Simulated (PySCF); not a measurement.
**A survey of ¹⁷O NMR shifts**

- σ from GIAO-PBE0/pcSseg-1
- geometry from GFN2-xTB
- run in PySCF 2.14
- non-relativistic, fast rotation and ring inversion assumed for equivalent nuclei, no solvent model, single conformer

Shieldings were converted by a linear fit to measured shifts: ¹⁷O: δ = 266.70 − 0.911σ (rms 10.7 ppm, 155 shifts, 12.2 ppm with the 3 outliers that the fit left out vs liquid water, solution or neat liquid). Occasional misses reach two or three times the rms, and more in compound classes unlike the fitted ones.

Q: Give the ¹⁷O shifts of `N[Si@@](O)([SiH3])P`, `CC(=O)N[SiH2]O[SiH2]O[SiH3]`, `C[S@@](=O)c1cncnc1`, `C/C=C(\C(=O)Cl)C(F)(F)F`, `C/C=C(\C(=O)Cl)C(F)(F)F`, `CCN[SiH]1O[SiH2]O[SiH2]O1`.

A: 
```tsv
compound	environment	δ (ppm)
N[Si@@](O)([SiH3])P	oxygen bonded to Si, H	14.1
[CH3:1][C:2](=[O:3])[NH:4][SiH2:5][O:6][SiH2:7][O:8][SiH3:9]	O3: amide-type carbonyl oxygen	365.3
[CH3:1][C:2](=[O:3])[NH:4][SiH2:5][O:6][SiH2:7][O:8][SiH3:9]	O6: oxygen bonded to 2 Si	24.3
[CH3:1][C:2](=[O:3])[NH:4][SiH2:5][O:6][SiH2:7][O:8][SiH3:9]	O8: oxygen bonded to 2 Si	-2.2
C[S@@](=O)c1cncnc1	S=O oxygen	-11.3
C/C=C(\C(=O)Cl)C(F)(F)F	carbonyl oxygen	499.7
C/C=C(\C(=O)Cl)C(F)(F)F	carbonyl oxygen	499.7
[CH3:1][CH2:2][NH:3][SiH:4]1[O:5][SiH2:6][O:7][SiH2:8][O:9]1	O5/9: oxygen bonded to 2 Si, in a 6-membered ring (×2)	48.6
[CH3:1][CH2:2][NH:3][SiH:4]1[O:5][SiH2:6][O:7][SiH2:8][O:9]1	O7: oxygen bonded to 2 Si, in a 6-membered ring	39.9
```

In solution the two oxygens of a carboxylic acid give one averaged line by proton exchange, and hydrogen bonding shields acid and N–H amide carbonyl oxygens by tens of ppm; neither is in these numbers.
